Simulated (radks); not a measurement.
Values are calculated unless marked as measured or tabulated.
Ionisation of Cl+, [Ne] 3s2 3p4, to Cl2+, [Ne] 3s2 3p3, under several functionals. Non-relativistic Kohn-Sham, spin-polarised, spherical densities, point nucleus; open shells are filled with parallel spins first; a radial shooting solver on a logarithmic mesh with Libxc functionals. Known Delta-SCF values: exchange-only r2SCAN 21.968 eV; exchange-only B88 22.292 eV; LDA (Slater exchange, Perdew-Zunger correlation) 24.035 eV. What does Wu-Cohen GGA give, and what is its highest occupied eigenvalue?

Answer. 23.653 eV by Delta-SCF; the 3p eigenvalue is -18.199 eV. NIST: 23.814 eV (measured).
